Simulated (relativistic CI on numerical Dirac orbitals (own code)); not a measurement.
# Magnetism of Pd³⁺, 4d7, in a crystal field

Calculated by Dirac-Coulomb-Breit CI, orbitals from a KLI potential per configuration, a model potential for QED, valence Slater integrals scaled by 0.65, one configuration in a parametric crystal field (own radial code).

Field parameters in Wybourne normalisation: Oh B⁴₀ = 21Dq, B⁴₄ = √(5/14) B⁴₀. The field is a parameter set, without covalency.

S is read from ⟨S²⟩ = S(S + 1).

Powder χT (cm³ K mol⁻¹) by Van Vleck's formula, with temperature-independent terms:

| Field | 2 K | 5 K | 10 K | 20 K | 50 K | 100 K | 200 K | 300 K |
| --- | --- | --- | --- | --- | --- | --- | --- | --- |
| Oh, 10Dq = 6000 cm⁻¹ | 2.15 | 2.16 | 2.19 | 2.24 | 2.4 | 2.67 | 3.18 | 3.59 |
| Oh, 10Dq = 15550 cm⁻¹ | 0.659 | 0.66 | 0.662 | 0.665 | 0.676 | 0.692 | 0.726 | 0.76 |
| Oh, 10Dq = 20350 cm⁻¹ | 0.528 | 0.529 | 0.53 | 0.531 | 0.537 | 0.546 | 0.564 | 0.582 |
| Oh, 10Dq = 25100 cm⁻¹ | 0.487 | 0.487 | 0.488 | 0.489 | 0.494 | 0.5 | 0.514 | 0.528 |
| Oh, 10Dq = 29900 cm⁻¹ | 0.465 | 0.465 | 0.466 | 0.467 | 0.47 | 0.476 | 0.488 | 0.499 |
| Oh, 10Dq = 34700 cm⁻¹ | 0.451 | 0.451 | 0.452 | 0.452 | 0.455 | 0.46 | 0.47 | 0.48 |
| Oh, 10Dq = 39500 cm⁻¹ | 0.441 | 0.441 | 0.441 | 0.442 | 0.445 | 0.449 | 0.458 | 0.466 |
| Oh, 10Dq = 44250 cm⁻¹ | 0.433 | 0.433 | 0.434 | 0.435 | 0.437 | 0.441 | 0.448 | 0.456 |

Question: For Oh, 10Dq = 39500 cm⁻¹: what effective moment follows at 300 K?

Answer: μ_eff = √(8χT) = 1.93 μB. The ground level has S = 0.51; the spin-only moment for S = 1/2 is 1.73 μB. The difference comes from the orbital moment, spin-orbit mixing of terms and temperature-independent paramagnetism, all larger in this ionic model than in covalent complexes.
